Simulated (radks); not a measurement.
Fractional charge and spin in the 5s shell of xenon: the spin-up occupation runs from 0 to 1 and the spin-down occupation from 0 to 1; the fullest corner is Xe3+, [Kr] 4d10 5p(up 1.5, down 1.5) 5s(up 1, down 1). Calculated with a radial shooting solver on a logarithmic mesh with Libxc functionals: scalar-relativistic Kohn-Sham, PBE, spin-polarised, spherical densities, point nucleus. Energy (eV) minus the two flat planes that join the four corners (they meet along the diagonal where the two added fractions sum to one electron); zero is where a piecewise linear energy would lie.

down \ up       0    0.25     0.5    0.75       1
0           0.000  -1.146  -1.525  -1.142   0.000
0.25       -1.146  -1.453  -1.001   0.206  -1.097
0.5        -1.525  -1.001   0.275  -0.963  -1.459
0.75       -1.142   0.206  -0.963  -1.394  -1.091
1           0.000  -1.097  -1.459  -1.091   0.000

Corners above the fullest one (they belong to Xe4+ and the next ion): (up 1, down 0) 56.027 eV, (up 0, down 1) 56.027 eV, (up 0, down 0) 125.09 eV. With half an added electron in each spin the energy lies 0.275 eV from the planes, and with half an added electron in spin up alone -1.525 eV. The planes are only a guide here: the flat-plane condition holds for ground states with one frontier orbital, while this shell lies below other occupied shells, so the corners above the fullest one are inner-hole states and not the ground states of those ions.
